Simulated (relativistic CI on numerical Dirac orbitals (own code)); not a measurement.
## Re XVIII: q coefficients and field-shift factors

These numbers are calculated, not measured: Dirac-Coulomb-Breit CI, orbitals from a KLI potential per configuration, derivatives by finite differences, unscaled Slater integrals, QED left out (own radial code, finite nucleus).

CI space (outside the closed core [Ar] 3d10 4s2): 4p6.4d10.4f12, 4p6.4d10.4f11.5s, 4p6.4d10.4f10.5s2, 4p6.4d10.4f11.5p, 4p6.4d10.4f11.5d, 4p6.4d9.4f13, 4p6.4d8.4f14, 4p5.4d10.4f13. Levels of other configurations are missing.

With x = (α/α₀)² − 1 an excitation energy changes as ω = ω₀ + qx; K = 2q/ω₀ is the relative enhancement. Terms are leading LS components, so labels can repeat. The field-shift factor is F = δν/δ⟨r²⟩ for the transition from the lowest level.

Lowest level 4p6.4d10.4f11.5s 5I°_8.

| Level | ω₀ (cm⁻¹) | q (cm⁻¹) | K | F (GHz/fm²) |
| --- | --- | --- | --- | --- |
| 4p6.4d10.4f12 3H_6 | 4167.4 | 327000 | 157 | -483 |
| 4p6.4d10.4f11.5s 5I°_7 | 10201.5 | 6727 | 1.32 | -1.58 |
| 4p6.4d10.4f12 3F_4 | 12950.9 | 325900 | 50.3 | -483 |
| 4p6.4d10.4f11.5s 5I°_6 | 21668.4 | 17720 | 1.64 | 0.493 |
| 4p6.4d10.4f12 3H_5 | 23032.0 | 344700 | 29.9 | -482 |
| 4p6.4d10.4f11.5s 5I°_5 | 26781.4 | 11260 | 0.841 | -0.0284 |
| 4p6.4d10.4f11.5s 3I°_7 | 27008.5 | 15100 | 1.12 | -6.04 |
| 4p6.4d10.4f11.5s 5F°_5 | 30559.9 | 6073 | 0.397 | -0.628 |
| 4p6.4d10.4f12 3H_4 | 30719.6 | 346000 | 22.5 | -482 |
| 4p6.4d10.4f11.5s 5I°_4 | 31029.0 | 13110 | 0.845 | -0.614 |
| 4p6.4d10.4f12 3F_2 | 33288.2 | 335100 | 20.1 | -483 |
| 4p6.4d10.4f12 3F_3 | 34038.1 | 344900 | 20.3 | -482 |
| 4p6.4d10.4f11.5s 3H°_6 | 34908.2 | 7734 | 0.443 | -3.67 |
| 4p6.4d10.4f11.5s 5S°_2 | 40681.9 | 5157 | 0.254 | -0.208 |
| 4p6.4d10.4f11.5s 5F°_4 | 40953.2 | 15080 | 0.736 | -0.414 |
| 4p6.4d10.4f11.5s 3I°_5 | 46735.1 | 18690 | 0.8 | -4.6 |
| 4p6.4d10.4f11.5s 5F°_1 | 46913.2 | 4606 | 0.196 | -1.52 |
| 4p6.4d10.4f11.5s 3I°_6 | 48077.6 | 20930 | 0.871 | -2.92 |
| 4p6.4d10.4f12 3H_4 | 48442.0 | 362300 | 15 | -481 |
| 4p6.4d10.4f11.5s 5F°_3 | 48743.1 | 16440 | 0.675 | 0.806 |
| 4p6.4d10.4f11.5s 3H°_5 | 50263.4 | 19320 | 0.769 | -1.4 |
| 4p6.4d10.4f11.5s 5F°_2 | 50606.4 | 16590 | 0.656 | 0.755 |
| 4p6.4d10.4f11.5s 5F°_4 | 52104.7 | 18330 | 0.704 | -1.82 |

At this charge transitions that keep the count of f electrons are usually good to a few per cent. Terms inside the open d or f shell come out 10 to 20 % too wide with unscaled integrals. Levels that differ in their count of f electrons can be misplaced by several ten thousand cm⁻¹, since the correlation energy of f electrons is missing or only estimated; rates across such gaps can be off by orders of magnitude.
